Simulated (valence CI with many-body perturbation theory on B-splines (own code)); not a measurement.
## Questions on V17+

Computed by valence CI with perturbative core correlation (CI+MBPT): four valence electrons over a frozen Dirac-Fock core [He], radial functions for each j: 11 s, 11 p, 10 d, 8 f, 5 g, 2 h, with the one-electron correlation potential Σ1, the two-electron term Σ2, the three-electron term Σ3, Breit, model QED; selected CI, second order for the rest, scaled by the run's own slope (own B-spline code, finite nucleus).

No measured spectrum was set against this ion. As an estimate, levels of excited configurations hold to 0.05 to 0.15 % of their energy, terms of the ground configuration to about 0.5 %. Among the levels kept, up to 850 cm⁻¹ of a level comes from second order outside the variational space, and about a tenth of that is noise between levels of different J, which matters for small intervals.

Rates and lifetimes use the calculated energies. Strong lines usually hold to 10 to 20 %, long lifetimes can be off by a factor of two.

**Question.** What is the ground level?

**Answer.** 2s2 2p2 3P_0, composition 93 % 2s2 2p2 3P + 6 % 2s2 2p2 1S.

**Question.** What is the ionisation energy?

**Answer.** 1260.1 eV; NIST lists 1258.9 ± 0.6 eV (semi-empirical).

**Question.** Name the longest-lived excited levels whose lifetime is computed, and their main decay.

**Answer.** 2s2 2p2 3P_2 at 68.18 × 10³ cm⁻¹ lives 3.05 ms, mostly by M1 to 2s2 2p2 3P_1; 2s2 2p2 3P_1 at 37.86 × 10³ cm⁻¹ lives 1.09 ms, mostly by M1 to 2s2 2p2 3P_0; 2s2 2p2 1D_2 at 161.09 × 10³ cm⁻¹ lives 142 μs, mostly by M1 to 2s2 2p2 3P_2.

**Question.** How well does LS coupling describe the low levels?

**Answer.** Among the lowest 20 levels the leading LS term, summed over configurations, holds 93 % on average. For single configurations the figures are 92 % in LS and 74 % in jj coupling. Terms mix most in the J = 2 level at 743.61 × 10³ cm⁻¹, where the leading one holds 85 %.

**Question.** How is the term 3P of the ground level split?

**Answer.** J = 0 at 0.00, J = 1 at 37.86, J = 2 at 68.18 × 10³ cm⁻¹.

**Question.** Where does the other parity begin?

**Answer.** At 2s 2p3 5S°_2, 366.68 × 10³ cm⁻¹.

**Question.** Among levels below 7160.1 × 10³ cm⁻¹, which E1 lines absorb most strongly from the ground level?

**Answer.** to 2s2 2p 3d 3D°_1 at 1.632 nm, f = 1.25; to 2s 2p2 3p 3D°_1 at 1.585 nm, f = 0.205; to 2s 2p2 3p 5P°_1 at 1.592 nm, f = 0.0802.
